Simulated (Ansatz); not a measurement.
Cartesian coordinates (Å):
SMILES: c1c(cc2c(ncc(c2)B)c1)B
```xyz
21

B     -3.7025    -0.6120    -1.0055
C     -2.3884    -0.0967    -0.3797
C     -2.3746     0.9702     0.5856
C     -1.2001     1.4369     1.1507
C      0.0528     0.8636     0.7862
N      1.1940     1.3491     1.3645
C      2.3430     0.8013     1.0104
C      2.5073    -0.2717     0.0613
B      3.8961    -0.8445    -0.2859
C      1.3325    -0.7616    -0.5250
C      0.0703    -0.2107    -0.1819
C     -1.1560    -0.6634    -0.7407
H     -4.7701    -0.1189    -0.6907
H     -3.6729    -1.5172    -1.8193
H     -3.3360     1.4222     0.8765
H     -1.1858     2.2521     1.8886
H      3.2493     1.2131     1.4933
H      3.9927    -1.7512    -1.0924
H      4.8964    -0.3952     0.2418
H      1.3810    -1.5823    -1.2602
H     -1.1291    -1.4831    -1.4776
```
Charge 0, spin multiplicity 1.

Level of theory: Ansatz (a program for electronic structure) with frozen-core CCSD(T)/cc-pVDZ // PBE-D3(BJ)/def2-SVP. The restricted HF reference is unstable towards unrestricted orbitals.

```
Quantity                       Result
----------------------  -------------
HF energy               -449.89411 Ha
MP2 correlation energy    -1.47586 Ha
```

**Question.** Estimate the CCSD correlation energy, the (T) correction, the total energy and the T1 diagnostic.

**Answer.** 
* **CCSD correlation energy**: -1.54259 Ha
* **(T) correction**: -0.07318 Ha
* **CCSD(T) total energy**: -451.50987 Ha
* **T1 diagnostic**: 0.013
